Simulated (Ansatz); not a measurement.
Ansatz (a quantum-chemistry and plane-wave program) input:

Ansatz 0.2 input:
```yaml
crystal:
  periodic: [false, false, false]
  atoms:
    - {symbol: C, position_ang: [-0.18768339, 0.03618645, 0.20710650]}
    - {symbol: F, position_ang: [-0.66165162, 1.11416229, -0.41540433]}
    - {symbol: Br, position_ang: [0.45437761, -1.30257515, -0.89736222]}
    - {symbol: H, position_ang: [0.35819476, 0.25622096, 1.11190350]}
basis:
  gaussian:
    orbitals: def2-TZVP
hamiltonian:
  xc: b3lyp
  dispersion: d3bj
magnetization: {spin_polarized: true, initial_magnetization: 1}
relax: {f_tol: 0.002, max_steps: 150}
```

Task: Predict the final energy.

Result: -2712.72517 Eh (B3LYP-D3(BJ)/def2-TZVP). The basis has 116 functions.

It need not be the lowest isomer of its formula.
